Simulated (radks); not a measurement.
Results of a calculation; reference values are marked as such.
Radial electron density D(r) = 4 pi r^2 rho(r) of an atom or ion with 58 electrons. Level of theory: scalar-relativistic Kohn-Sham, LDA (Slater exchange, Perdew-Wang correlation), spin-polarised, spherical densities, finite nucleus; Fermi nuclear charge, rms radius of each element as measured or else 0.836 A^(1/3) + 0.57 fm (a radial shooting solver on a logarithmic mesh with Libxc functionals).

r (bohr),D(r) (e/bohr),spin D(r)
0.001936,13.92,-0.0000829
0.002541,20.62,-0.0000815
0.003336,29.78,-0.0000120
0.004378,41.60,0.000253
0.005747,55.63,0.00102
0.007483,69.93,0.00289
0.009822,82.57,0.00739
0.01289,89.52,0.0172
0.01692,88.60,0.0367
0.02221,82.48,0.0709
0.02916,80.12,0.122
0.03827,90.79,0.180
0.05023,110.9,0.228
0.06593,120.1,0.279
0.08654,105.7,0.449
0.1136,90.78,0.909
0.1491,100.7,1.61
0.1957,104.5,2.46
0.2569,71.67,4.60
0.3372,47.55,9.42
0.4426,54.29,13.8
0.5763,47.67,12.9
0.7564,25.80,8.81
0.9929,13.73,5.73
1.303,7.474,3.09
1.711,2.260,0.896
2.245,0.2639,0.101
2.947,0.009134,0.00329

What is the nuclear charge?

Answer. Z = 67. The innermost maximum, from 1s, lies near gamma/Z bohr with gamma = sqrt(1 - (Z/c)^2) = 0.872, here 0.013 bohr (found: 0.0143), and its height grows with Z. The density is that of the holmium ion Ho9+ in [Kr] 4d9 4f7 5s2 5p4; the configuration itself is not fixed sharply by these data, and Z only to a few units. D(r) has 4 maxima, at r = 0.0143, 0.0639, 0.178, 0.476 bohr, and minima at 0.0273, 0.116, 0.345 bohr, inside which lie 1.93, 11.11, 29.47 electrons.
